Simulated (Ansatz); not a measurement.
This geometry of ClGaH₅NO (9 atoms, charge 0, multiplicity 1) is a first-order saddle point.

Level of theory: Ansatz 0.2.0, RKS LDA/def2-SVP.

```xyz
9
Properties=species:S:1:pos:R:3
Ga -0.052 0.388 -0.049
H -0.231 -0.128 1.742
O 1.601 0.051 -0.582
H 1.679 -0.789 -1.073
Cl -1.770 -0.365 -1.073
N -0.201 2.055 0.865
H -1.049 2.623 0.721
H 0.629 2.666 0.851
H -0.250 0.860 1.743
```

Which two structures does it join? (They come from a converged band through this point; their orientation in space is the band's.)

Bonds broken: Ga1–H2, N6–H9. Bonds formed: H2–H9. ClGaH5NO becomes ClGaH3NO + H2.

Initial state:

```xyz
9
Properties=species:S:1:pos:R:3
Ga -0.156 -0.080 0.352
H -0.267 -1.101 1.528
O 1.425 0.335 -0.423
H 1.793 -0.313 -1.048
Cl -1.840 0.069 -1.034
N -0.177 1.869 0.935
H -0.971 2.310 0.443
H 0.713 2.133 0.466
H -0.167 2.140 1.927
```

Final state:

```xyz
9
Properties=species:S:1:pos:R:3
Ga -0.008 0.711 -0.218
H -0.235 -0.519 1.937
O 1.602 0.046 -0.503
H 1.568 -0.821 -0.947
Cl -1.712 -0.374 -0.905
N -0.187 2.305 0.582
H -1.069 2.819 0.506
H 0.622 2.930 0.645
H -0.227 0.264 2.047
```

How far does it lie above each of them?

163.6 kJ/mol above the first and 41.4 kJ/mol above the second. This is the barrier of this one path; another mechanism may lie lower. The orbitals stay closed-shell, which can raise the energy where a bond breaks towards radicals; this wasn't checked here.

The run took 38 s on 2 threads of Intel(R) Xeon(R) Platinum 8488C (Sapphire Rapids), with other jobs on the host, peak memory 0.16 GiB.
